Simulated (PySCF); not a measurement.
B(Cl)(Br)(vinyl) (C₂H₃BBrCl), SMILES C(=C)B(Cl)Br. Atoms are numbered in the order given.

```xyz
8

B     -0.1656     0.6035     0.0000
Cl     0.9957     1.9298     0.0000
Br     0.5148    -1.2018     0.0000
C     -1.6837     0.9045     0.0000
C     -2.6510    -0.0420     0.0000
H     -1.9903     1.9662     0.0000
H     -3.7237     0.2144     0.0000
H     -2.3948    -1.1155     0.0000
```

Geometry optimised at PBE-D3(BJ)/def2-SVP. The structure was generated by enumeration, and PubChem lists no compound with its InChIKey, so it may never have been made. The values are those of a single conformer.

Calculation: PBE-D3(BJ)/def2-SVP (PySCF).

Frequencies are harmonic and unscaled.

Q: Give all harmonic wavenumbers and intensities. (An estimate is asked for; the answer gives what the named calculation found.)

A: 
| mode | ν (cm⁻¹) | IR (km/mol) | moving atoms (share of kinetic energy) |
|---|---|---|---|
| 1 | 91 | 0.0 | C 53 %, H 36 % |
| 2 | 169 | 0.0 | C 45 %, Br 24 %, H 17 %, Cl 12 % |
| 3 | 216 | 0.4 | Cl 51 %, Br 29 %, C 13 % |
| 4 | 350 | 0.5 | B 50 %, H 46 % |
| 5 | 389 | 1.3 | C 48 %, Cl 35 %, H 16 % |
| 6 | 460 | 12.3 | C 42 %, B 18 %, Br 16 %, H 15 %, Cl 9 % |
| 7 | 620 | 11.8 | H 39 %, B 36 %, C 24 % |
| 8 | 869 | 189.5 | B 62 %, H 27 % |
| 9 | 977 | 22.3 | H 72 %, C 28 % |
| 10 | 994 | 134.4 | H 42 %, B 40 %, C 15 % |
| 11 | 1005 | 10.9 | H 91 %, C 9 % |
| 12 | 1094 | 113.6 | B 49 %, H 35 %, C 15 % |
| 13 | 1256 | 6.4 | H 68 %, C 29 % |
| 14 | 1378 | 65.9 | H 80 %, C 17 % |
| 15 | 1623 | 55.7 | C 86 %, H 13 % |
| 16 | 3060 | 8.6 | H 95 % |
| 17 | 3080 | 3.7 | H 92 %, C 8 % |
| 18 | 3160 | 3.2 | H 89 %, C 11 % |
